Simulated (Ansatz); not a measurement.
Reaction (cleavage of the Si–Si bond): `[SiH3][Si]1(Cl)C=C1` + `C#CS` → `C#CS[SiH3]` + `Cl[SiH]1C=C1`

Isolated molecules relaxed with PBE0-D4/def2-TZVP in Ansatz; ΔE leaves out vibrations. CCSD(T)/CBS is the MP2 limit (def2-TZVPP, def2-QZVPP) plus CCSD(T) − MP2 in def2-TZVPP, frozen cores. This one scheme is used for every species. Each species was taken in one conformer, which may not be the lowest.

`[SiH3][Si]1(Cl)C=C1`:

Cartesian coordinates in Å:
```
Si -0.325 1.597 -0.941
Si 0.072 -0.595 -0.282
Cl 0.132 -1.793 -1.963
C -0.371 -1.302 1.312
C 0.944 -1.094 1.210
H -0.392 2.453 0.271
H 0.776 2.061 -1.825
H -1.610 1.673 -1.682
H -1.032 -1.725 2.059
H 1.807 -1.275 1.840
```

`C#CS`:

Cartesian coordinates in Å:
```
C 1.250 0.032 0.009
C 0.063 0.072 -0.189
S -1.563 0.177 -0.594
H 2.297 -0.008 0.196
H -2.047 -0.274 0.578
```

`C#CS[SiH3]`:

Cartesian coordinates in Å:
```
C 1.766 1.497 0.306
C 1.139 0.549 0.704
S 0.289 -0.777 1.293
Si -1.141 -0.871 -0.315
H 2.322 2.335 -0.044
H -1.919 0.389 -0.372
H -0.440 -1.103 -1.599
H -2.016 -2.020 0.027
```

`Cl[SiH]1C=C1`:

Cartesian coordinates in Å:
```
Cl 2.207 1.021 -0.908
Si 0.827 -0.260 -0.101
C -0.625 0.325 0.762
C -0.919 -0.131 -0.464
H 1.529 -1.520 0.198
H -1.195 0.770 1.569
H -1.824 -0.205 -1.055
```

| species | HF/CBS(def2) energy (Eh) |
| --- | --- |
| `[SiH3][Si]1(Cl)C=C1` | -1116.09583 |
| `C#CS` | -474.41132 |
| `C#CS[SiH3]` | -764.55248 |
| `Cl[SiH]1C=C1` | -825.97803 |

**Question.** Work out ΔE.

**Answer.** ΔE = (-764.55248) + (-825.97803) − (-1116.09583) − (-474.41132) = -0.02336 Eh = -61.3 kJ/mol. CCSD(T)/CBS gives -51.3 kJ/mol.

Largest T1 diagnostic among the species: 0.013.

Leaving LDA and LC-ωPBE aside and taking each functional with its dispersion term where it has one, the values, not all of them listed here, spread over 14.5 kJ/mol, from ωB97M-V to PBE-D4. From BLYP to BHLYP (50 % exact exchange), in def2-TZVPP and without D4, ΔE moves by −9.3 kJ/mol.
